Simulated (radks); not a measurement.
All-electron atom: the boron ion B3+ in [He] (the NIST ground configuration).

Calculated with a radial shooting solver on a logarithmic mesh with Libxc functionals: scalar-relativistic Kohn-Sham, Slater X-alpha with alpha = 0.667, spin-polarised, spherical densities, point nucleus.

Energy parts (Ry):
| part | energy |
|---|---|
| total | -43.17633 |
| kinetic | 43.20244 |
| electron-nucleus | -92.91760 |
| Hartree | 11.47048 |
| exchange | -4.93164 |

Orbitals (lengths in bohr, moments of r in powers of bohr; r(max) is where P^2 peaks):
| orbital | occ. | eigenvalue (Ry) | <r> | <r^4> | r(max) |
|---|---|---|---|---|---|
| 1s | 2 | -16.67486 | 0.3290 | 0.05625 | 0.2114 |

The highest occupied level is 1s at -226.87 eV. The density falls to 0.001 e/bohr^3 at r = 1.24 bohr. Summed over all electrons, <r^2> = 0.2930 bohr^2, which gives a Langevin (diamagnetic) susceptibility term of -0.232 x 10^-6 cm^3/mol.
